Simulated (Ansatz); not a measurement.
Gas-phase electronic energies from Ansatz, PBE0-D4/def2-TZVP geometries. CCSD(T)/CBS is the MP2 limit (def2-TZVPP, def2-QZVPP) plus CCSD(T) − MP2 in def2-TZVPP, frozen cores. This one scheme is used for every species. Functionals use def2-TZVPP. B3LYP here is the variant with VWN-RPA as its local correlation; programs differ in this. One conformer a species, not always the lowest.

`CS[Si]S` + `[SiH3]N[SiH3]` → `[SiH3]N([SiH3])[Si]S` + CH₃SH  (ligand exchange at the Si–S bond)

| level | ΔE (kcal/mol) | difference from CCSD(T)/CBS |
| --- | --- | --- |
| PBE-D4 | 5.0 | 1.9 |
| r2SCAN-D4 | 5.0 | 1.9 |
| PBE0-D4 | 4.6 | 1.5 |
| B3LYP-D4 | 3.2 | 0.1 |
| PBE | 6.7 | 3.6 |
| HF/def2-TZVPP | 4.9 | 1.8 |
| SCS-MP2/def2-TZVPP | 2.4 | -0.7 |
| CCSD/def2-TZVPP | 2.2 | -0.9 |
| MP2/CBS(def2) | 3.8 | 0.7 |
| CCSD/CBS(def2) | 3.3 | 0.2 |
| CCSD(T)/CBS | 3.1 | 0 |

Largest T1 diagnostic among the species: 0.015.

The D4 term adds −2.7 kcal/mol with B3LYP and −1.5 kcal/mol with PBE0; it sums over pairs of atoms, weighted by their polarisabilities, and B3LYP, whose exchange is more repulsive, gets the larger term. In def2-TZVPP, CCSD(T) changes the Hartree–Fock value by −2.9 kcal/mol (the triples alone add −0.1 kcal/mol) and MP2 by −2.2 kcal/mol.
